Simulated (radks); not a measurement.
Results of a calculation; reference values are marked as such.
Task: Coherent X-ray form factor from a spherical all-electron density. Level of theory: scalar-relativistic Kohn-Sham, LDA (Slater exchange, Perdew-Wang correlation), spin-polarised, spherical densities, finite nucleus; Fermi nuclear charge, rms radius of each element as measured or else 0.836 A^(1/3) + 0.57 fm (a radial shooting solver on a logarithmic mesh with Libxc functionals).

sin(theta)/lambda (1/angstrom),f0 (electrons)
0.05,75.068
0.1,72.550
0.15,69.074
0.2,65.236
0.25,61.410
0.3,57.768
0.4,51.228
0.5,45.666
0.6,40.930
0.8,33.252
1,27.295
1.25,21.851
1.5,18.284
2,14.348

The species is in the configuration that NIST lists as its ground one. Which atom or ion scatters so?

Result: The iridium ion Ir+, [Xe] 4f14 5d7 6s1. Extrapolating in s^2 from the first two rows gives f0(0) = 75.9, near the electron count 76; among species with that count, the fall with angle is slower the higher Z, and the table is that of Z = 77; from so few rows the species is fixed only to a neighbour or two.
